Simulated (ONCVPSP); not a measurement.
## gadolinium (Gd): one change to an ONCV potential, before and after

ONCVPSP 4.0.1 input, shortened (lines: element, Z, core and valence counts, functional; n l f; lmax; l rc ep ncon nbas qcut; lloc lpopt rc5 dvloc0; l nproj debl; icmod fcfact rcfact), LDA (Perdew-Wang 92), scalar-relativistic:

```
  Gd 64.00    9    5  -001012      upf
    1    0    2.00
    2    0    2.00
    2    1    6.00
    3    0    2.00
    3    1    6.00
    3    2   10.00
    4    0    2.00
    4    1    6.00
    4    2   10.00
    4    3    6.00
    5    0    2.00
    5    1    6.00
    5    2    2.00
    6    0    2.00
    3
    0    2.20    0.00    5    8    5.70
    1    1.50    0.00    4    7    5.10
    2    3.00    0.00    5   10    5.00
    3    0.80    0.00    4    8   23.40
    4    5    0.75    1.00
    0    2    2.30
    1    1    1.20
    2    2    3.10
    3    2    2.90
    3    2.00    1.10
```

All-electron outer shells of the reference configuration (LDA (PZ), scalar-relativistic, ld1.x):

```json
{"shell": "4d", "level (eV)": "-155.30", "outermost node (bohr)": "0.27", "outermost maximum (bohr)": "0.56"}
{"shell": "5s", "level (eV)": "-53.47", "outermost node (bohr)": "0.65", "outermost maximum (bohr)": "1.18"}
{"shell": "5p", "level (eV)": "-30.16", "outermost node (bohr)": "0.70", "outermost maximum (bohr)": "1.34"}
{"shell": "4f", "level (eV)": "-15.49", "outermost node (bohr)": "–", "outermost maximum (bohr)": "0.56"}
{"shell": "6s", "level (eV)": "-4.57", "outermost node (bohr)": "1.57", "outermost maximum (bohr)": "3.21"}
{"shell": "5d", "level (eV)": "-3.73", "outermost node (bohr)": "0.78", "outermost maximum (bohr)": "1.85"}
```

Change: f: nproj 0; local potential the f channel.

Cutoffs: the cutoffs (Ha) at which the residual kinetic energy of the hardest occupied pseudo-wave falls to 1 and 0.1 mHa per electron; they do not see the model core or the augmentation charge, which bear on the density cutoff. Errors are all-electron minus pseudo energies relative to the spin-unpolarised reference configuration.

Question: What does the change do?

Answer: The potential gets neither clearly harder nor softer (208 Ha and 231 Ha → 208 Ha and 231 Ha); the bound ghosts move from p, s to d, p, s; the errors of the 4 common tests hardly move; the range in which the p phases agree narrows (upper end 3.2 → 1.0). In the separable form a ghost depends on how the local part lies against the semilocal potential of the channel, so the choice of the local part can create or remove one.

| quantity | base | changed |
| --- | --- | --- |
| cutoff, loose | 208 Ha | 208 Ha |
| cutoff, tight | 231 Ha | 231 Ha |
| bound ghosts | s, p | s, p, d |
| GHOST(+) flags under 300 eV | d at 201.9 eV | none |
| error for 4f7 5s2 5p6 5d1 6s2, meV [ΔE -8.97 eV] | -327 | -294 |
| error for 4f7 5s2 5p6 5d1 6s1, meV [ΔE -2.12 eV] | -305 | -272 |
| error for 4f7 5s2 5p6 5d1 6s0, meV [ΔE 10.25 eV] | -278 | -243 |
| error for 4f7 5s2 5p6 5d2 6s1, meV [ΔE -7.20 eV] | -246 | -210 |
| s: phases at 2.23 bohr within 0.05 rad from the reference energy up to (Ha; the scan ends near 5) | 4.7 | to the end of the scan |
| p: phases at 1.52 bohr within 0.05 rad from the reference energy up to (Ha; the scan ends near 5) | 3.2 | 1.0 |
| d: phases at 3.05 bohr within 0.05 rad from the reference energy up to (Ha; the scan ends near 5) | 4.2 | 4.2 |
| f: phases at 0.81 bohr within 0.05 rad from the reference energy up to (Ha; the scan ends near 5) | to the end of the scan | to the end of the scan |
| rms error of d²Exc/dni dnj with the model core, mHa | 6.46 | 6.45 |

 A true bound ghost makes a file unfit for plane-wave use even where its test errors are small: the radial tests pick states by their node count and pass the ghost by.
